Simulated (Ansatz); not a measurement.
`[CH3][Ge]([OH])([OH])[OH]` and `[CH3][Ge]([OH])([OH])[GeH3]` differ in one atom or group.

Ansatz, PBE0-D4/def2-TZVP geometries, multiplicity 1. Each molecule was computed in one conformer, which needn't be the lowest.

Scalar relativity is left out up to krypton.

| property | `[CH3][Ge]([OH])([OH])[OH]` |
| --- | --- |
| HOMO–LUMO gap (PBE/def2-TZVPP) / eV | 6.23 |
| size of the dipole moment (ωB97M-V/def2-TZVPP) / D | 0.46 |
| HOMO energy (ωB97M-V/def2-TZVPP) / eV | -10.88 |
| HOMO–LUMO gap (ωB97M-V/def2-TZVPP) / eV | 12.66 |
| LUMO energy (ωB97M-V/def2-TZVPP) / eV | 1.77 |
| size of the dipole moment (B3LYP/def2-TZVPP) / D | 0.44 |

(1) What does the change do to each property? (An estimate is asked.)

Answers

(1) Ansatz gave: 
| property | `[CH3][Ge]([OH])([OH])[GeH3]` | shift |
| --- | --- | --- |
| HOMO–LUMO gap (PBE/def2-TZVPP) / eV | 5.55 | -0.68 |
| size of the dipole moment (ωB97M-V/def2-TZVPP) / D | 1.68 | 1.22 |
| HOMO energy (ωB97M-V/def2-TZVPP) / eV | -9.72 | 1.16 |
| HOMO–LUMO gap (ωB97M-V/def2-TZVPP) / eV | 11.32 | -1.34 |
| LUMO energy (ωB97M-V/def2-TZVPP) / eV | 1.59 | -0.18 |
| size of the dipole moment (B3LYP/def2-TZVPP) / D | 1.60 | 1.16 |

With PBE0 the HOMO rises by 0.87 eV and the LUMO falls by 0.25 eV, so the gap narrows by about 1.12 eV. PBE moves the HOMO by 0.49 eV and ωB97M-V by 1.16 eV. Dipoles are sizes alone; their direction can turn.

B3LYP here is the variant with VWN-RPA as its local correlation; programs differ in this.
